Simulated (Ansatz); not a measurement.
Breaking the Sn1–I3 bond in HISn (SMILES [SnH][I]) (multiplicity 1 held, fragments rigid). Energies count from the point at 2.758 Å.
Geometry at that point (charge 0, multiplicity 1):
```xyz
3

Sn     0.452     0.915     0.965
H      0.730     2.177    -0.263
I     -0.441    -0.904    -0.906
```

Active spaces are followed from a long bond inwards. Levels need not reach the same state.

Frozen-core correlation. Filled d and f shells under p-block atoms count as core.

Run with Ansatz (Gaussian orbitals).  In def2 rows elements past Kr take small-core potentials, without spin–orbit coupling.

Problem. Give the energy at R = 8.827 Å at the level FIC-MRCISD+Q on CASSCF(6,4)/def2-TZVPP.

Solution. 66.6 kcal/mol

Problem. What energy at R = 8.827 Å does FIC-MRCISD on CASSCF(6,4)/def2-TZVPP give?

Solution. 65.5 kcal/mol

Problem. Predict the energy at R = 8.827 Å from SC-NEVPT2 on CASSCF(6,4)/def2-TZVPP.

Solution. 69.3 kcal/mol

Doubts at one or more of the structures used: active orbitals that take no part (SC-NEVPT2 on CASSCF(6,4)/def2-TZVPP, FIC-MRCISD on CASSCF(6,4)/def2-TZVPP, FIC-MRCISD+Q on CASSCF(6,4)/def2-TZVPP).

Ansatz is a quantum-chemistry and plane-wave program.
